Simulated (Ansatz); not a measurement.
Start from `F[SiH]1CO1` and change one element to get `Cl[SiH]1CO1`.

Ansatz, PBE0-D4/def2-TZVP geometries, multiplicity 1. 

```csv
property,`F[SiH]1CO1`
HOMO energy (B3LYP/def2-TZVPP) / eV,-7.78
size of the dipole moment (ωB97M-V/def2-TZVPP) / D,1.88
zero-point energy (PBE0-D4/def2-TZVP) / kJ/mol,111.0
HOMO–LUMO gap (PBE/def2-TZVPP) / eV,5.83
HOMO energy (PBE/def2-TZVPP) / eV,-6.65
"ideal-gas entropy at 298 K and 1 bar (rigid rotor, harmonic PBE0-D4/def2-TZVP) / J/(mol·K)",286
```

Q: What does the change do to each property? (Estimate.)

A: Computed: 
```json
{"property": "HOMO energy (B3LYP/def2-TZVPP) / eV", "`Cl[SiH]1CO1`": "-7.67", "shift": "0.11"}
{"property": "size of the dipole moment (ωB97M-V/def2-TZVPP) / D", "`Cl[SiH]1CO1`": "1.77", "shift": "-0.11"}
{"property": "zero-point energy (PBE0-D4/def2-TZVP) / kJ/mol", "`Cl[SiH]1CO1`": "107.9", "shift": "-3.1"}
{"property": "HOMO–LUMO gap (PBE/def2-TZVPP) / eV", "`Cl[SiH]1CO1`": "5.41", "shift": "-0.42"}
{"property": "HOMO energy (PBE/def2-TZVPP) / eV", "`Cl[SiH]1CO1`": "-6.59", "shift": "0.06"}
{"property": "ideal-gas entropy at 298 K and 1 bar (rigid rotor, harmonic PBE0-D4/def2-TZVP) / J/(mol·K)", "`Cl[SiH]1CO1`": "298", "shift": "12"}
```

With PBE0 the HOMO rises by 0.12 eV and the LUMO falls by 0.36 eV, so the gap narrows by about 0.48 eV. PBE moves the HOMO by 0.06 eV and ωB97M-V by 0.16 eV. Dipoles are sizes alone; their direction can turn.

B3LYP here is the variant with VWN-RPA as its local correlation; programs differ in this.
